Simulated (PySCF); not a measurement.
Species: C5H3NO (charge -1 and doublet state).
Cartesian coordinates in Å at the GFN2-xTB level; atoms count from 1:
```xyz
10
C5H3NO angstrom
C      2.7585    0.2838   -0.3170
C      1.5412    0.3238   -0.0620
C      0.2083    0.0382   -0.0527
C     -0.5743   -0.7894    0.7825
N     -1.8794   -0.6652    0.4785
C     -1.9366    0.2034   -0.4980
O     -0.7102    0.7060   -0.9054
H      3.6474    0.7958   -0.0090
H     -0.2284   -1.4505    1.5569
H     -2.8178    0.5587   -0.9965
```

The hyperfine couplings belong to this conformer and change with its torsions.

As a line formula: `c1ncc(/[C]=[C-]/[H])o1` [radical] (charge -1).

Level of theory: UKS B3LYP, pcH-1 on C H N O, non-relativistic, mean-field spin-orbit, GIAO in PySCF 2.14.0. Whether the extra electron is bound in the gas phase wasn't checked; a finite basis holds it in any case. Couplings are sensitive to structure, and on GFN2-xTB geometries they can be far from those on DFT ones, by a factor of two or more for some ions and for spin on atoms past the first row. The frame is twisted about the C2–C3 bond at this geometry (dihedral C1–C2–C3–C4 = 92°); couplings at other torsion angles weren't computed. No stability test was run, so a lower SCF solution isn't excluded.

Question: The isotropic 13C couplings are +111.7, +28.5, +17.9, -9.6, +2.1 MHz. Assign them to C1; C2; C3; C4; C6.

Answer: 
```tsv
site	a_iso (MHz)	ρ(0) (bohr⁻³)	position	distance from C1 (Å)	spin population	largest |T| (MHz)
C1	+111.7	+0.0993	largest spin population	0.00	+0.33	47.8
C2	-9.6	-0.0085	1 bond from C1	1.24	+0.08	24.0
C3	+2.1	+0.0019	1 bond from C4	2.58	+0.10	21.0
C4	+17.9	+0.0159	a main spin site	3.67	+0.21	37.1
C6	+28.5	+0.0254	a main spin site	4.70	+0.29	50.6
```

Question: The isotropic 1H couplings are +69.2, -24.3, -17.0 MHz. Assign them to H8; H9; H10.

Answer: 
| site | a_iso (MHz) | ρ(0) (bohr⁻³) | position | distance from C1 (Å) | bound to | spin population there | largest \|T\| (MHz) |
| --- | --- | --- | --- | --- | --- | --- | --- |
| H8 | +69.2 | +0.0155 | 1 bond from C1 | 1.07 | C1 | +0.33 | 12.2 |
| H9 | -17.0 | -0.0038 | 1 bond from C4 | 3.93 | C4 | +0.21 | 9.4 |
| H10 | -24.3 | -0.0054 | 1 bond from C6 | 5.62 | C6 | +0.29 | 13.1 |

ρ(0) is the spin density at the nucleus and T the dipolar tensor. The Mulliken spin populations are largest on C1 (+0.33), C6 (+0.29), C4 (+0.21) and O7 (+0.10). Three atoms exceed +0.15. The positive populations add up to 1.12 and the negative ones to -0.12, together 2S = 1. Main spin sites, with 60 % or more of the largest population: C1, C4, C6; positions count bonds from the nearest.

The spin density at the nucleus, in bohr⁻³, is negative for N5 (-0.0174), C2 (-0.0085) and H10 (-0.0054), for instance. A restricted open-shell determinant has no negative spin density anywhere; here it arises because α and β orbitals differ (spin polarisation).

C2, the radical centre as drawn in `[H]/[C-]=[C]/c1cnco1`, holds a spin population of +0.08 out of 1.
